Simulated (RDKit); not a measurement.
RDKit input (MMFF94):

```python
from rdkit import Chem
from rdkit.Chem import AllChem, rdDetermineBonds

mol = Chem.MolFromXYZFile('mol.xyz')
rdDetermineBonds.DetermineBonds(mol, charge=-1)
print('SMILES', Chem.MolToSmiles(Chem.RemoveHs(mol)))
ff = AllChem.MMFFGetMoleculeForceField(mol, AllChem.MMFFGetMoleculeProperties(mol))
e0 = ff.CalcEnergy()
flag = ff.Minimize(maxIts=5000, forceTol=1e-5)
print(f'energy {e0:.4f} -> {ff.CalcEnergy():.4f} kcal/mol, converged: {flag == 0}')
print(Chem.MolToXYZBlock(mol))
```
mol.xyz:
```
4

Si    -0.57094200     0.00991700     0.60583600
F     -1.12171700    -1.20912200    -0.38883800
F     -1.04384300     1.28641500    -0.35629900
Cl     1.61666100    -0.04908700    -0.10444000
```

Output:

```
SMILES F[Si-](F)Cl
energy 14.6710 -> 0.0000 kcal/mol, converged: True
4

Si    -0.463211    0.009740    0.368004
F     -1.146229   -1.263941   -0.327328
F     -1.064728    1.341086   -0.293782
Cl     1.554326   -0.048762    0.009365
```

The dipole moment of an ion depends on the origin.

The geometry given is a B3LYP-D3(BJ)/def2-TZVP minimum.
